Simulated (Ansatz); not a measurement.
`N[Si](N)(N)O` + `N[SiH](F)F` → `N[SiH](N)O` + `N[Si](N)(F)F`  (redistribution)

Program: Ansatz. Geometries: PBE0-D4/def2-TZVP. ΔE: electronic, gas phase. CCSD(T)/CBS adds triple-zeta CCSD(T) − MP2 to the extrapolated MP2 energy (def2 sets, frozen cores). This one scheme is used for every species. DFT in def2-TZVPP. One conformer a species, not always the lowest.

`N[Si](N)(N)O`:

Z-matrix (Å, degrees):
```
Si
N 1 1.706
N 1 1.720 2 123.3
N 1 1.706 2 105.4 3 117.2
O 1 1.651 2 101.0 3 -116.5
H 2 1.005 1 121.7 3 -63.1
H 2 1.005 1 120.3 3 88.5
H 3 1.007 1 119.1 2 72.9
H 3 1.007 1 119.3 2 -67.7
H 4 1.006 1 119.9 2 41.3
H 4 1.006 1 121.1 2 -170.2
H 5 0.958 1 114.8 2 169.6
```

`N[SiH](F)F`:

Cartesian coordinates in Å:
```
N -0.332 0.997 0.050
Si 0.166 -0.602 -0.122
F 1.576 -0.604 -0.849
F 0.421 -1.371 1.248
H -1.297 1.231 0.210
H 0.293 1.732 0.338
H -0.826 -1.382 -0.875
```

`N[SiH](N)O`:

```xyz
10

N    -0.965    0.730   -0.811
Si    0.099   -0.455   -0.182
N     1.357    0.437    0.547
O    -0.816   -1.463    0.747
H    -1.866    0.455   -1.168
H    -0.592    1.512   -1.325
H     0.754   -1.400   -1.117
H     1.168    1.225    1.144
H     2.239    0.004    0.764
H    -1.378   -1.045    1.401
```

`N[Si](N)(F)F`:

Cartesian coordinates in Å:
```
N 0.839 -1.145 -0.310
Si 0.089 0.133 0.489
N -0.993 0.913 -0.539
F -0.523 -0.512 1.809
F 1.039 1.287 1.035
H 1.268 -1.023 -1.211
H 1.209 -1.933 0.192
H -1.681 0.403 -1.064
H -1.247 1.876 -0.401
```

```csv
level,ΔE (kJ/mol)
r2SCAN0-D4,-11.4
PBE-QIDH,-10.7
```

What does CCSD(T)/CBS give? (An estimate is asked.)

Ansatz gave: -9.6 kJ/mol. The listed levels differ from it by -1.8, -1.1 kJ/mol.

Largest T1 diagnostic among the species: 0.011.

Leaving LDA and LC-ωPBE aside and taking each functional with its dispersion term where it has one, the values, not all of them listed here, spread over 3.1 kJ/mol, from B97M-V to revPBE-D4. At CCSD(T), def2-SVP lies −3.5 kJ/mol from the extrapolated value and def2-TZVPP +0.1 kJ/mol. In def2-TZVPP, CCSD(T) changes the Hartree–Fock value by +3.3 kJ/mol (the triples alone add +0.6 kJ/mol) and MP2 by +4.3 kJ/mol.
